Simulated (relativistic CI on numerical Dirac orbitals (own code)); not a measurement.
Mn+: computed level list

Computed by Dirac-Coulomb-Breit CI, separate exchange-only KLI orbitals for each configuration, QED by a radiative potential, valence Slater integrals scaled by 0.85, P86 correlation energy added to each configuration (own radial code, finite nucleus).

CI space (outside the closed core [Ar]): 3d5 4s, 3d6, 3d5 4p, 3d4 4s2, 3d5 4d, 3d5 4f, 3d5 5s, 3d4 4s 4p, 3d5 5p, 3d3 4s 4p2, 3d5 6s, 3d5 5d, 3d5 6p. Levels of other configurations are missing.

```csv
No.,Configuration,Term,J,E (cm⁻¹),%,Next component (%),jj configuration (%)
1,3d5(6S) 4s,7S,3,0.0,100,,3d3/2^2 3d5/2^3 4s (43)
2,3d5(6S) 4s,5S,2,11490.2,99,1 3d5 5s 5S,3d3/2^2 3d5/2^3 4s (43)
3,3d6,5D,4,19383.3,97,1 3d5 4s 5D,3d3/2^3 3d5/2^3 (46)
4,3d6,5D,3,19621.4,97,1 3d5 4s 5D,3d3/2^3 3d5/2^3 (48)
5,3d6,5D,2,19789.7,97,1 3d5 4s 5D,3d3/2^2 3d5/2^4 (64)
6,3d6,5D,1,19898.0,97,1 3d5 4s 5D,3d3/2 3d5/2^5 (44)
7,3d6,5D,0,19951.1,97,1 3d5 4s 5D,3d3/2^2 3d5/2^4 (68)
8,3d5(4G) 4s,5G,6,27570.5,100,,3d3/2^2 3d5/2^3 4s (52)
9,3d5(4G) 4s,5G,5,27594.2,100,,3d3/2^2 3d5/2^3 4s (64)
10,3d5(4G) 4s,5G,4,27607.6,100,,3d3/2^2 3d5/2^3 4s (53)
11,3d5(4G) 4s,5G,3,27614.1,100,,3d3/2^2 3d5/2^3 4s (43)
12,3d5(4G) 4s,5G,2,27616.7,100,,3d3/2^2 3d5/2^3 4s (40)
13,3d5(4P) 4s,5P,3,31367.8,97,3 5D,3d3/2^3 3d5/2^2 4s (30)
14,3d5(4P) 4s,5P,2,31394.0,97,2 5D,3d3/2^2 3d5/2^3 4s (48)
15,3d5(4P) 4s,5P,1,31426.4,99,1 5D,3d3/2^2 3d5/2^3 4s (53)
16,3d5(4D) 4s,5D,4,33984.7,99,1 3d6 5D,3d3/2^2 3d5/2^3 4s (53)
17,3d5(4D) 4s,5D,0,34023.6,98,1 3d6 5D,3d3/2^2 3d5/2^3 4s (79)
18,3d5(4D) 4s,5D,1,34041.4,98,1 3d6 5D,3d3/2^2 3d5/2^3 4s (49)
19,3d5(4D) 4s,5D,3,34057.7,96,3 5P,3d3/2^2 3d5/2^3 4s (45)
20,3d5(4D) 4s,5D,2,34062.3,96,2 5P,3d3/2 3d5/2^4 4s (38)
21,3d5(4G) 4s,3G,5,34832.6,91,8 3d6 3G,3d3/2^2 3d5/2^3 4s (48)
22,3d5(4G) 4s,3G,4,34855.2,91,8 3d6 3G,3d3/2^2 3d5/2^3 4s (55)
23,3d5(4G) 4s,3G,3,34862.2,92,7 3d6 3G,3d3/2^2 3d5/2^3 4s (37)
24,3d6,3H,6,35515.2,99,,3d3/2^3 3d5/2^3 (63)
25,3d6,3H,5,35672.0,98,1 3d5 4s 3G,3d3/2^2 3d5/2^4 (59)
26,3d6,3H,4,35783.0,98,1 3d5 4s 3G,3d3/2^2 3d5/2^4 (40)
27,3d6,3P,2,36316.0,75,24 3d5 4s 3P,3d5/2^2 (26)
28,3d5(6S) 4p,7P°,2,36598.8,99,,3d3/2^2 3d5/2^3 4p1/2 (34)
29,3d5(6S) 4p,7P°,3,36751.8,99,,3d3/2^2 3d5/2^3 4p3/2 (22)
30,3d6,3P,1,36855.2,66,32 3d5 4s 3P,3d3/2 3d5/2^5 (33)
```

Energies count from the lowest computed level; ° marks odd parity. Percentages are summed over parent terms; the parents shown are those of the largest component, closed shells are left out there. Filled j subshells are mostly left out of the jj labels.

The mean weight of the leading LS term, summed over parents, in these 30 levels is 96 %, and that of the leading jj configuration (from the same eigenvectors) 47 %, so LS coupling describes them better.

For a near-neutral ion this model can misplace configurations by up to about 10,000 cm⁻¹ (more where the count of f electrons changes) and terms by 10 to 25 % of their spread. Rates follow the energies as ν³ (E1, M1) or ν⁵ (E2), so they and the lifetimes can be off by large factors. The fine structure of a lone outer electron comes out too small, for d and f at times inverted, and misplaced configurations move strength between like terms. 17 of the 17 excited levels that our extract of the measured tables holds in this range could be paired (the sources list more); they are missed by 2088 cm⁻¹ on average and 5057 at most, and levels without a partner can miss by more.
